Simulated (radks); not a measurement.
The numbers below are computed, except where a source is named.
Q: These are the eigenvalues of the occupied orbitals of an atom or ion with whole-number occupations (Ry). Code: a radial shooting solver on a logarithmic mesh with Libxc functionals. Model: scalar-relativistic Kohn-Sham, r2SCAN, spin-polarised, spherical densities, finite nucleus; meta-GGA in the generalised Kohn-Sham scheme; Fermi nuclear charge, rms radius of each element as measured or else 0.836 A^(1/3) + 0.57 fm.

orbital  eigenvalue
1s up     -5941.875
1s down   -5941.873
2s down   -1050.477
2s up     -1050.476
2p down   -908.1085
2p up     -908.1080
3s up     -248.7427
3s down   -248.7422
3p up     -207.2627
3p down   -207.2623
3d down   -162.8226
3d up     -162.8226
4s up     -54.45671
4s down   -54.45573
4p up     -40.79650
4p down   -40.79523
4d up     -24.29860
4d down   -24.29709
5s down    -8.11626
5s up      -8.11460
4f up      -6.01930
4f down    -6.01789
5p down    -4.50734
5p up      -4.50583
5d up      -0.52910
5d down    -0.50256
6s up      -0.46856

Which element is it, and in what charge state? The configuration may be excited. Open shells, if any, are filled with parallel spins first.

A: Z = 79, gold, charge 0: Au in [Xe] 4f14 5d10 6s1. The list shows which subshells hold electrons but not how many an open one holds; the 1s level, -2970.9 hartree, gives Z - s = 77.1 by -(Z - s)^2/2, which with screening and relativity narrows Z to a few neighbours, and the depths of the outer levels then fix element, charge and occupations together.
